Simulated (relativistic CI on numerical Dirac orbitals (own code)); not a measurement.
# Hg⁴⁷⁺: computed level list

These numbers are calculated, not measured: Dirac-Coulomb-Breit CI, separate exchange-only KLI orbitals for each configuration, QED by a radiative potential, unscaled Slater integrals (own radial code, finite nucleus).

Configuration list (outside the closed core [Ar] 3d10): 4s²4p³, 4s4p⁴, 4s²4p²4d, 4p⁵, 4s4p³4d, 4s²4p²4f, 4s4p³4f, 4p⁴4d, 4s4p²4d², 4s²4p4d4f, 4p⁴4f, 4s²4p4d², 4s²4d³, 4s4p4d³, 4s²4d²4f, 4s4p4d²4f, 4p³4d², 4p²4d³, 4p²4d²4f. Double excitations out of closed p, d and f shells are left out; levels of such configurations are missing from the list, as are those of other unlisted configurations, and high levels can miss mixing partners.

The lowest level is 4s²4p³ ²P°3/2, with 47 % of that term; Hund's rules for 4s²4p³ give ⁴S° with J = 3/2, of which the calculation keeps J, while another term leads.

| No. | Configuration | Term | J | E (Ry) | % | Next component (%) | Landé g |
| --- | --- | --- | --- | --- | --- | --- | --- |
| 1 | 4s²4p³ | ²P° | 3/2 | 0.0000 | 47 | 27 ²D° | 1.354 |
| 2 | 4s²4p³ | ⁴S° | 3/2 | 10.1129 | 55 | 44 ²D° | 1.457 |
| 3 | 4s²4p³ | ²D° | 5/2 | 10.5720 | 99 | 1 4s4p³4d ²D° | 1.194 |
| 4 | 4s²4p³ | ²P° | 1/2 | 11.1649 | 99 |  | 0.657 |
| 5 | 4s²4p²4d | ²D | 3/2 | 12.8772 | 40 | 34 ⁴F | 0.784 |
| 6 | 4s²4p²4d | ²D | 5/2 | 15.6432 | 30 | 20 ⁴D | 1.217 |
| 7 | 4s4p⁴ | ⁴P | 5/2 | 18.5598 | 66 | 25 ²D | 1.458 |
| 8 | 4s4p⁴ | ²S | 1/2 | 19.7879 | 58 | 28 ⁴P | 2.086 |
| 9 | 4s4p⁴ | ²P | 3/2 | 19.9467 | 40 | 33 ²D | 1.172 |
| 10 | 4s²4p³ | ²P° | 3/2 | 21.3600 | 51 | 28 ²D° | 1.307 |
| 11 | 4s²4p²4d | ²F | 5/2 | 22.9246 | 46 | 46 ⁴F | 0.959 |
| 12 | 4s²4p²4d | ⁴F | 3/2 | 22.9744 | 38 | 27 ⁴D | 0.907 |
| 13 | 4s²4p²4d | ⁴D | 1/2 | 22.9849 | 80 | 15 ²P | 0.195 |
| 14 | 4s²4p²4d | ²G | 7/2 | 23.3948 | 50 | 26 ²F | 1.037 |
| 15 | 4s²4p²4d | ²D | 5/2 | 24.6763 | 35 | 24 ²F | 1.186 |
| 16 | 4s²4p²4d | ²D | 3/2 | 24.8259 | 34 | 26 ²P | 1.199 |
| 17 | 4s²4p²4d | ²P | 1/2 | 24.8924 | 37 | 35 ⁴P | 1.702 |
| 18 | 4s²4p²4d | ⁴D | 7/2 | 25.1638 | 48 | 36 ⁴F | 1.309 |
| 19 | 4s²4p²4d | ²P | 3/2 | 25.5699 | 43 | 25 ⁴P | 1.384 |
| 20 | 4s²4p²4d | ²G | 9/2 | 25.6852 | 61 | 38 ⁴F | 1.190 |
| 21 | 4s²4p²4d | ²D | 5/2 | 25.7777 | 33 | 32 ²F | 1.137 |
| 22 | 4s²4p²4d | ²D | 5/2 | 26.8529 | 37 | 33 ⁴P | 1.257 |
| 23 | 4s²4p²4d | ²F | 7/2 | 26.8547 | 57 | 20 ²G | 1.119 |
| 24 | 4s²4p²4d | ²D | 3/2 | 27.0530 | 61 | 18 ²P | 0.933 |
| 25 | 4s²4p²4d | ²P | 1/2 | 27.1779 | 53 | 36 ²S | 1.236 |
| 26 | 4s4p⁴ | ⁴P | 3/2 | 29.2493 | 69 | 17 ²D | 1.500 |
| 27 | 4s4p⁴ | ²D | 5/2 | 29.9387 | 66 | 23 ⁴P | 1.292 |
| 28 | 4s²4p²4f | ²F° | 5/2 | 30.0441 | 35 | 28 ⁴G° | 0.851 |
| 29 | 4s²4p²4f | ²F° | 7/2 | 30.8030 | 26 | 14 ⁴F° | 1.157 |
| 30 | 4s4p⁴ | ²P | 1/2 | 30.8435 | 54 | 32 ⁴P | 1.351 |
| 31 | 4s4p⁴ | ²P | 3/2 | 30.9209 | 46 | 38 ²D | 1.096 |
| 32 | 4s4p³4d | ⁴D° | 5/2 | 31.2317 | 29 | 21 ⁶D° | 1.279 |
| 33 | 4s4p³4d | ⁴D° | 3/2 | 31.2849 | 26 | 26 ⁶D° | 1.301 |
| 34 | 4s4p³4d | ⁴P° | 1/2 | 31.2997 | 45 | 32 ⁶D° | 2.451 |
| 35 | 4s4p³4d | ⁴D° | 7/2 | 31.7898 | 19 | 19 ⁴F° | 1.271 |
| 36 | 4s4p³4d | ²D° | 3/2 | 32.3835 | 27 | 23 ⁴F° | 0.998 |
| 37 | 4s4p³4d | ⁴D° | 1/2 | 33.0477 | 48 | 35 ²P° | 0.546 |
| 38 | 4s4p³4d | ²F° | 5/2 | 33.2056 | 29 | 22 ⁴G° | 0.909 |
| 39 | 4s4p³4d | ⁴F° | 9/2 | 33.3765 | 47 | 31 ⁶D° | 1.358 |
| 40 | 4s4p³4d | ⁴D° | 5/2 | 34.1617 | 31 | 25 ⁴P° | 1.386 |
| 41 | 4s4p³4d | ²D° | 3/2 | 34.6286 | 32 | 27 ²P° | 1.147 |
| 42 | 4s4p³4d | ²F° | 7/2 | 34.7056 | 35 | 26 ⁴D° | 1.223 |
| 43 | 4s²4p²4d | ²D | 3/2 | 34.7434 | 30 | 26 ⁴P | 1.188 |
| 44 | 4s²4p²4d | ²D | 5/2 | 34.7959 | 25 | 24 ²F | 1.182 |
| 45 | 4s²4p²4d | ⁴P | 1/2 | 34.8149 | 43 | 31 ²P | 1.605 |
| 46 | 4s²4p²4d | ²F | 7/2 | 34.9377 | 48 | 23 ²G | 1.119 |
| 47 | 4s4p³4d | ⁴D° | 7/2 | 35.3109 | 29 | 24 ²F° | 1.198 |
| 48 | 4s²4p²4d | ²D | 3/2 | 35.6614 | 69 | 11 ²P | 0.852 |
| 49 | 4s4p³4d | ²P° | 1/2 | 35.6632 | 46 | 39 ⁴D° | 0.621 |
| 50 | 4s4p³4d | ²P° | 3/2 | 35.8806 | 25 | 23 ⁴D° | 1.348 |
| 51 | 4s²4p²4d | ²F | 7/2 | 35.9482 | 52 | 36 ⁴D | 1.229 |
| 52 | 4s²4p²4d | ⁴F | 9/2 | 36.0363 | 61 | 38 ²G | 1.243 |
| 53 | 4s4p³4d | ²D° | 5/2 | 36.0587 | 28 | 26 ²F° | 1.074 |
| 54 | 4s²4p²4d | ²P | 1/2 | 36.2867 | 51 | 27 ²S | 1.300 |
| 55 | 4s²4p4d² | ⁴G° | 5/2 | 36.3924 | 48 | 32 ²F° | 0.761 |
| 56 | 4s²4p²4d | ²D | 5/2 | 37.1700 | 76 | 15 ⁴D | 1.204 |
| 57 | 4s²4p4d² | ⁴D° | 1/2 | 37.8499 | 39 | 38 ²P° | 0.645 |
| 58 | 4s²4p²4d | ²P | 3/2 | 37.9013 | 42 | 38 ²D | 1.186 |
| 59 | 4s²4p4d² | ²D° | 3/2 | 38.1819 | 37 | 35 ⁴F° | 0.771 |
| 60 | 4s²4p²4d | ²D | 5/2 | 38.2612 | 51 | 28 ²F | 1.165 |
| 61 | 4s²4p4d² | ⁴G° | 7/2 | 38.6725 | 50 | 15 ²G° | 1.024 |
| 62 | 4s²4p4d² | ²D° | 5/2 | 38.7992 | 23 | 17 ⁴D° | 1.067 |
| 63 | 4s²4p4d² | ²H° | 9/2 | 38.9464 | 44 | 27 ²G° | 1.014 |
| 64 | 4s²4p4d² | ⁴D° | 3/2 | 38.9910 | 37 | 22 ²D° | 1.202 |
| 65 | 4s²4p4d² | ⁴P° | 1/2 | 39.0439 | 40 | 24 ⁴D° | 1.877 |
| 66 | 4p⁵ | ²P° | 3/2 | 39.3839 | 73 | 8 4s4p³4d ²D° | 1.259 |
| 67 | 4s²4p²4f | ⁴G° | 5/2 | 40.1232 | 34 | 22 ²D° | 0.966 |
| 68 | 4s²4p²4f | ⁴G° | 7/2 | 40.1241 | 38 | 35 ²G° | 0.967 |
| 69 | 4s²4p4d² | ²F° | 7/2 | 40.2472 | 27 | 19 ²G° | 1.089 |
| 70 | 4s²4p4d² | ⁴D° | 5/2 | 40.3349 | 19 | 16 ²D° | 1.086 |

Energies count from the lowest computed level; ° marks odd parity.

The mean weight of the leading LS term, summed over parents, in these 70 levels is 45 %, and that of the leading jj configuration (from the same eigenvectors) 90 %, so jj coupling describes them better and the LS labels are nominal.

At this charge energies of transitions that change n are usually good to better than 1 %, and those within a shell (Δn = 0) to a few per cent.

LS names give the leading component of a level, which can be under half, so a name can repeat, a term be missing and a line seem to break the LS rules.
